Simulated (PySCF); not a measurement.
# Er⁵⁶⁺: ionisation energy

Er⁵⁶⁺ [Ne] 3s2 → Er⁵⁷⁺ [Ne] 3s1 [3s1/2^1, M_J = 1/2], as a difference of total energies. All numbers are calculated (PySCF 2.14, the two-component X2C-1e Hamiltonian, in an uncontracted even-tempered set (18 s from 16 bohr⁻², ratio 2.4; 14 p from 21 bohr⁻², ratio 2.4; 4 d from 69 bohr⁻², ratio 2.6; 4 f from 100 bohr⁻², ratio 2.6)). Correlated levels: 1s2 frozen; the 54 highest virtual spinors dropped. "Screened" scales the spin-orbit matrix elements by Boettger's factors to mimic the two-electron term; Breit and QED terms are absent.

```tsv
method	ionisation energy (eV)
GHF (spin-free)	5699.6
GHF (screened spin-orbit)	5699.1
GMP2 (screened spin-orbit)	5702.9
```

Question: How much does correlation contribute at GMP2 (screened spin-orbit)?

Answer: 5702.9 − (5699.1) = 3.8 eV, measured against GHF (screened spin-orbit).

Breit and QED terms and the two-electron picture change are absent.

For comparison: 5695 ± 5 eV (theoretical estimate listed by NIST; NIST Atomic Spectra Database, ionization energies).
